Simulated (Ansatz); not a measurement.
Geometry optimisation, UKS BHLYP/def2-SVP in Ansatz 0.2.0.

Input:

```yaml
crystal:
  periodic: [false, false, false]
  atoms:
    - { symbol: Si, position_ang: [-0.885957, 0.497736, 0.915278] }
    - { symbol: S, position_ang: [1.368786, -1.193847, -1.073078] }
    - { symbol: O, position_ang: [-1.54368, 0.350465, -0.42682] }
    - { symbol: H, position_ang: [0.127648, -0.804599, -1.450748] }
    - { symbol: F, position_ang: [0.004885, 1.692672, 1.430234] }
    - { symbol: F, position_ang: [-1.017488, -0.45762, 2.162686] }
    - { symbol: H, position_ang: [1.945806, -0.084907, -1.557553] }
magnetization:
  spin_polarized: true
basis:
  gaussian: { orbitals: def2-SVP }
hamiltonian:
  xc: { name: BHLYP }
relax:
  f_tol: 0.03
  max_steps: 50
output:
  orbitals: {}
```

Launched with:

```bash
$ ansatz run input.yaml --threads 2 --pin off --max-ram 3072MiB --backend cpu --events-out ev --progress --plain --runs-dir out
```

Q: Where does it end, and by what steps?

A: The forces met the threshold. After 11 steps the energy has fallen by 0.512 eV; S2 moved furthest, 0.68 Å. Joined: Si1–S2.

| step | energy less start (eV) | largest force component (eV/Å) | accepted |
| --- | --- | --- | --- |
| 0 | 0.0000 | 0.392 | yes |
| 1 | 0.0156 | 1.429 | no |
| 2 | -0.0296 | 0.510 | yes |
| 3 | -0.0942 | 0.301 | yes |
| 4 | -0.1793 | 0.582 | yes |
| 5 | -0.3409 | 0.749 | yes |
| 6 | -0.4561 | 0.623 | yes |
| 7 | -0.4928 | 0.551 | yes |
| 8 | -0.5050 | 0.279 | yes |
| 9 | -0.5091 | 0.527 | yes |
| 10 | -0.5119 | 0.047 | yes |
| 11 | -0.5121 | 0.010 | yes |

```xyz
7
Properties=species:S:1:pos:R:3
Si -0.700 0.362 0.643
S 0.996 -0.927 -0.574
O -1.814 0.514 -0.361
H 0.212 -1.004 -1.662
F 0.344 1.502 1.051
F -0.718 -0.587 1.922
H 1.679 0.141 -1.018
```

Whether the end is a true minimum wasn't checked by a vibrational analysis.

The run took 42 s on 2 threads of Arm Neoverse V1 (shared host), peak memory 0.25 GiB.
